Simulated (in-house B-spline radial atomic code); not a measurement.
**Ionising W³⁺ with different functionals**

Computed with a radial B-spline atomic code at the basis-set limit: scalar-relativistic (spin-free X2C) Hamiltonian, Fermi nucleus of rms radius 5.3658 fm, spin-polarised at highest spin, spherical fractional occupations for the functionals, and exact exchange of hybrids averaged over the configuration. The ionisation energy is the difference of two self-consistent energies, [Xe] 4f14 5d3 → [Xe] 4f14 5d2, without Breit or QED terms; ε is the level of the shell that loses the electron (its least bound occupied spin orbital). There is no spin-orbit coupling in this Hamiltonian.

```
   method                    rung  ΔSCF (eV)  -ε(5d) (eV)
     PBE0           global hybrid      38.05        33.68
    B3LYP           global hybrid      38.04        33.29
    TPSSh           global hybrid      37.98        32.63
   M06-2X           global hybrid      37.85        35.33
BHandHLYP           global hybrid      37.81        35.04
  r2SCAN0           global hybrid      38.11        33.78
    B97-1           global hybrid      37.82        33.17
    HSE06  range-separated hybrid      38.03        33.24
    wB97X  range-separated hybrid      37.57        35.83
CAM-B3LYP  range-separated hybrid      37.98        35.05
  LC-wPBE  range-separated hybrid      37.97        36.54
```

Q: Among the functionals, which spreads more, the ΔSCF values or the orbital energies?

A: The orbital energies: ΔSCF values span about 0.53 eV and the orbital energies 3.91 eV; here energy differences depend much less on the functional than eigenvalues do.

Q: How do they compare with the NIST value?

A: NIST lists 38.2 eV ± 0.4 (semi-empirical, ground level to ground level). Errors run from -0.63 to -0.09 eV; all lie within about twice that uncertainty, so the table can't rank the methods.
